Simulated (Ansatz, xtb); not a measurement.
**Relaxing a trial structure of BCl2GeHN**

The starting geometry of this gas-phase doublet was built from a drawn formula by distance geometry; its bonds are those of `[H]/[N]=[Ge]\[B](Cl)Cl`.

```yaml
atoms:
  - { symbol: B, position_ang: [-0.1606, 2.9281, 0.3566] }
  - { symbol: Cl, position_ang: [-1.1768, 4.3893, -0.3009] }
  - { symbol: Cl, position_ang: [-0.4551, 2.5167, 2.1241] }
  - { symbol: Ge, position_ang: [0.2729, 1.4666, -0.8397] }
  - { symbol: N, position_ang: [-0.7365, 0.2488, -1.1687] }
  - { symbol: H, position_ang: [-1.7074, 0.1101, -0.8339] }
```

Task: Where would you expect an optimisation with r2SCAN-D4/def2-SVP to take it?

Result: It keeps its bonds, and is `[H]/[N]=[Ge]/[B](Cl)Cl`.

The energy falls by 1.26 eV over 21 steps:

```json
{"step": "1", "E − E(last) (eV)": "1.255"}
{"step": "3", "E − E(last) (eV)": "0.458"}
{"step": "5", "E − E(last) (eV)": "0.363"}
{"step": "8", "E − E(last) (eV)": "0.032"}
{"step": "10", "E − E(last) (eV)": "0.019"}
{"step": "12", "E − E(last) (eV)": "0.010"}
{"step": "14", "E − E(last) (eV)": "0.001"}
{"step": "17", "E − E(last) (eV)": "0.000"}
{"step": "19", "E − E(last) (eV)": "0.000"}
{"step": "21", "E − E(last) (eV)": "0.000"}
```

Final geometry (Å):

```
atom    x (Å)    y (Å)    z (Å)
   B  -0.4183   2.9949   0.5012
  Cl  -0.9493   4.5034  -0.2094
  Cl  -0.1200   2.8891   2.2223
  Ge   0.1204   1.3825  -0.7531
   N  -1.2479   0.3761  -0.9433
   H  -1.3483  -0.4865  -1.4802
```

From the same start GFN2-xTB ends elsewhere, differing in B1–Ge4 (2.70 against 2.11 Å here), B1–N5 (1.37 against 3.10 Å here), Cl3–Ge4 (2.48 against 3.34 Å here).

No frequencies were run, so the end isn't proven a minimum. Open shells are spin-unrestricted. Run with Ansatz 0.2.0, 2.4 min on 2 threads of Intel(R) Xeon(R) Platinum 8259CL CPU @ 2.50GHz (Skylake/Cascade Lake), with other jobs on the host.
